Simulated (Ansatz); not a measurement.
Relaxation of CH7BSn (10 atoms, charge 0, multiplicity 1), to a largest force component of 0.02 eV/Å in at most 50 steps.

Theory: RKS r2SCAN-D4/def2-SVP in Ansatz 0.2.0.

```xyz
10
Properties=species:S:1:pos:R:3
C -1.086 0.937 -0.681
B -0.203 -0.300 -0.754
Sn 1.090 -0.801 0.942
H -2.120 0.679 -0.799
H -0.869 1.663 -1.540
H -0.999 1.521 0.275
H -0.177 -0.984 -1.709
H 2.828 -0.788 0.415
H 0.917 0.408 2.262
H -1.259 -0.797 -0.672
```

**Question.** Where does it end, and by what steps?

**Answer.** The forces met the threshold. After 20 steps the energy has fallen by 2.801 eV; H10 moved furthest, 1.20 Å.

| step | energy less start (eV) | largest force component (eV/Å) | accepted |
| --- | --- | --- | --- |
| 0 | 0.0000 | 4.066 | yes |
| 1 | -1.0807 | 2.367 | yes |
| 2 | -1.7937 | 1.401 | yes |
| 3 | -2.1807 | 0.835 | yes |
| 4 | -2.3225 | 0.464 | yes |
| 5 | -2.3530 | 0.227 | yes |
| 6 | -2.3785 | 0.357 | yes |
| 7 | -2.3960 | 0.181 | yes |
| 8 | -2.4225 | 0.341 | yes |
| 9 | -2.4727 | 0.457 | yes |
| 10 | -2.5531 | 0.553 | yes |
| 11 | -2.6532 | 0.461 | yes |
| 12 | -2.7411 | 0.299 | yes |
| 13 | -2.7578 | 0.563 | yes |
| 14 | -2.7509 | 0.407 | no |
| 15 | -2.7926 | 0.183 | yes |
| 16 | -2.7659 | 0.832 | no |
| 17 | -2.7993 | 0.041 | yes |
| 18 | -2.7990 | 0.107 | no |
| 19 | -2.8002 | 0.029 | yes |
| 20 | -2.8007 | 0.011 | yes |

```xyz
10
Properties=species:S:1:pos:R:3
C -1.337 1.053 -0.794
B -0.287 -0.122 -0.848
Sn 1.446 -0.198 0.592
H -2.316 0.671 -1.140
H -1.064 1.861 -1.492
H -1.493 1.496 0.201
H 0.029 -0.680 -1.873
H 2.354 -1.679 0.682
H 1.174 0.128 2.284
H -0.386 -0.993 0.127
```

The run took 35 s on 2 threads of Intel(R) Xeon(R) Platinum 8488C (Sapphire Rapids), with other jobs on the host, peak memory 0.16 GiB.
